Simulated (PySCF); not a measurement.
Excitations are Tamm–Dancoff values on a coarser integration grid. The basis has no diffuse functions, so Rydberg states are missing or too high.

Z-matrix (Å, degrees):
```
Ge
F 1 1.7425
H 1 1.5302 2 106.17
H 1 1.5302 3 112.56 2 115.76
H 1 1.5302 3 112.56 4 128.49
```
Charge 0, spin multiplicity 1.

Task: What LUMO, HOMO, brightest of the four lowest singlets (TDA), dipole moment and S1 excitation (TDA) does PySCF with r2SCAN-D4/def2-TZVP give?

Result: 
The LUMO comes out as -0.65 eV and the HOMO is -8.56 eV. The brightest of the four lowest singlets (TDA) comes out as 9.28 eV and the dipole moment is 2.06 D. The S1 excitation (TDA) is 7.93 eV.
